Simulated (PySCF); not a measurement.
## BrRuN, singlet: data card

All numbers come from PBE0 in PySCF with Ru def2-SVP with ECP28, N def2-SVP, Br def2-SVP; scalar-relativistic core potentials, no spin–orbit coupling; density-fitted integrals.

The structure is a minimum.

```xyz
3
charge 0 multiplicity 1, angstrom
Ru   -0.7853    0.0000   -0.4506
N    -2.2403    0.0000    0.0596
Br    1.4116    0.0000    0.5713
```

```
Point group                                                                   : Cs
Bond lengths                                                                  : Ru–Br 2.423 Å, Ru–N 1.542 Å
Bond angles                                                                   : Br–Ru–N 135.7°
Highest occupied level                                                        : -7.05 eV
Rotational symmetry number                                                    : 1
Atomisation energy without zero-point energy                                  : 779 kJ/mol
Heat capacity Cp at 298.15 K                                                  : 49.2 J/(mol K)
Enthalpy at 298.15 K above 0 K                                                : 13.05 kJ/mol
Lowest empty level                                                            : -3.64 eV
Rotational constants                                                          : 1.393, 0.05191, 0.05004 cm⁻¹
Dipole moment                                                                 : 3.05 D
Entropy at 298.15 K and 1 bar                                                 : 302.7 J/(mol K)
Zero-point energy                                                             : 10.0 kJ/mol
Principal polarisabilities                                                    : 35.8, 37.7, 74.3 bohr³
Principal quadrupole moments (Buckingham, traceless) about the centre of mass : -4.96, 0.36, 4.60 D Å
```

Harmonic modes (masses in u: Ru 101.904, N 14.003, Br 78.918):
```tsv
symmetry	ω (cm⁻¹)	IR (km/mol)	μ (u)	type
a'	102	9.9	18.15	bend
a'	275	29.3	73.97	stretch
a'	1291	121	15.59	stretch
```

Charges (e):
```
atom  Mulliken  Löwdin  polar tensor  Mayer order to Ru1
 Ru1      0.44   -0.19          1.18                   –
  N2     -0.15    0.18         -0.60                2.89
 Br3     -0.29    0.01         -0.57                1.05
```

Mulliken populations on Ru1 (electrons outside its core potential): s 2.25, p 6.30, d 6.98, f 0.02.

Formally Ru is in oxidation state +4, d4, with 0 unpaired electrons (the high-spin count would be 4). The polar-tensor charge on Ru, 1.18, is far below the formal one.

Only a few start shapes were tried, so a lower isomer may exist.

The final relaxation and frequency run took of the order of 120 core-seconds on a shared host.
